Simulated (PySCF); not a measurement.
[MnF4]2-: what the settings change

[MnF4]2-: Mn(II) (d5), charge -2. The structure is a PBE0-D3(BJ)/def2-TZVP, IEF-PCM water geometry optimised for multiplicity 6; coordination tetrahedral, point group Td, metal–donor distances 1.99 Å.

```
5

Mn    0.000    0.000    0.000
F     1.149    1.149    1.149
F     1.149   -1.149   -1.149
F    -1.149   -1.149    1.149
F    -1.149    1.149   -1.149
```

Method (PySCF 2.14, density fitting): CASSCF(5,5) with orbitals averaged over all microstates of the shell, strongly contracted NEVPT2 on the averaged canonical orbitals; basis x2c-TZVPall on the metal, x2c-SVPall elsewhere; spin-free X2C; IEF-PCM water; spin-orbit coupling by state interaction with the mean-field operator over all roots.

Base run: NEVPT2 ground state 6A1, next 4T1 at 25243, then 4T2 at 27175 cm⁻¹, 10Dq(CASSCF) 3670, B(CASSCF) 1056, ζ 305 cm⁻¹, g 2.002 2.002 2.002, μeff(300 K) 5.92 μB.

Question: What happens with the basis x2c-TZVPall on all atoms?

Answer: NEVPT2 ground state 6A1, next 4T1 at 25357, then 4T2 at 27188 cm⁻¹, 10Dq(CASSCF) 3570, B(CASSCF) 1057, ζ 305 cm⁻¹, g 2.002 2.002 2.002, μeff(300 K) 5.92 μB. It took 10 s against 7.3 s on a shared host of the same kind.

Question: What happens with orbitals averaged over the highest spin alone?

Answer: NEVPT2 ground state 6A1, next 4T1 at 25623, then 4T2 at 27491 cm⁻¹, 10Dq(CASSCF) 3651, B(CASSCF) 1094, ζ 315 cm⁻¹, g 2.002 2.002 2.002, μeff(300 K) 5.92 μB.
